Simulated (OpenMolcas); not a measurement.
## Exact exchange and the electronic atomisation energy of CH5BN2

CH5BN2 has 9 atoms, charge 0, and is taken as a singlet. SMILES: `NC1BN1`. The coordinates come from a PBE0-D4/def2-TZVP relaxation. This is one conformer, not always the lowest.

The electronic atomisation energy y, in eV, basis cc-pVDZ; a is the functional's share of exact exchange. Programs: OpenMolcas 26.06.

| functional | program | a | y (eV) |
| --- | --- | --- | --- |
| PBE | OpenMolcas | 0 | 35.03 |
| BLYP | OpenMolcas | 0 | 33.92 |
| B3LYP | OpenMolcas | 0.2 | 33.85 |
| PBE0 | OpenMolcas | 0.25 | ? |
| BHLYP | OpenMolcas | 0.5 | 32.54 |

Task: Fit y = c + s·a to the known rows and predict PBE0.

Result: 
1. Means of the 4 rows: a = 0.1750, y = 33.835.
2. Σ(Δa)² = 0.1675, Σ(Δa·Δy) = -0.6445, so the slope is -0.6445/0.1675 = -3.8478.
3. Intercept: 33.835 − (-3.8478) × 0.1750 = 34.508. The largest residual of the fit is 0.59.
4. PBE0: 34.508 + (-3.8478) × 0.25 = 33.55 eV.

The run gave 34.11 eV, so the prediction is off by -0.56 eV, within the largest residual. The rows mix families of semi-local functionals, which the line can't see.
